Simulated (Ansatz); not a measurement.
Stepwise reaction of `[SH][GaH][SH]` with methanol, as a gas-phase model of exchange steps in deposition or etching. ΔE in kJ/mol; ΔG adds harmonic PBE0-D4 terms to CCSD(T)/CBS, at 1 bar.

Computed with Ansatz on PBE0-D4/def2-TZVP structures; ΔE is electronic, products minus reactants. CCSD(T)/CBS adds triple-zeta CCSD(T) − MP2 to the extrapolated MP2 energy (def2 sets, frozen cores). This one scheme is used for every species. Functionals use def2-TZVPP. B3LYP here is the variant with VWN-RPA as its local correlation; programs differ in this. For Ga outer-core shells are correlated without core-valence functions, which leaves a few kJ/mol of doubt a bond. Scalar relativity is left out up to krypton. Each species was taken in one conformer, which may not be the lowest.

```csv
step,reaction,PBE-D4,B3LYP-D4,ωB97M-V,CCSD(T)/CBS,ΔG(600 K)
1,`[SH][GaH][SH]` + CH₃OH → `C[O][GaH][SH]` + H₂S,37.5,32.3,34.6,34.7,24.8
```

Question: Give the row of step 2, `C[O][GaH][SH]` + CH₃OH → `C[O][GaH][O]C` + H₂S. (Best estimate.)

Answer: Ansatz gave: 
```
step                                         reaction  PBE-D4  B3LYP-D4  ωB97M-V  CCSD(T)/CBS  ΔG(600 K)
   2  `C[O][GaH][SH]` + CH₃OH → `C[O][GaH][O]C` + H₂S    41.6      34.7     36.7         36.0       28.9
```

Question: By hand: ΔE of the 2 steps together at CCSD(T)/CBS.

Answer: (34.7) + (36.0) = 70.7 kJ/mol, or 35.4 kJ/mol a step.

In ΔE the steps differ by no more than 1.3 kJ/mol. All are uphill at CCSD(T)/CBS. ΔG lies between 24.8 and 28.9 kJ/mol a step. PBE-D4 differs from CCSD(T)/CBS by 2.8 to 5.6 kJ/mol a step. Isolated molecules leave out the surface, adducts and barriers. Largest T1 diagnostic: 0.014.
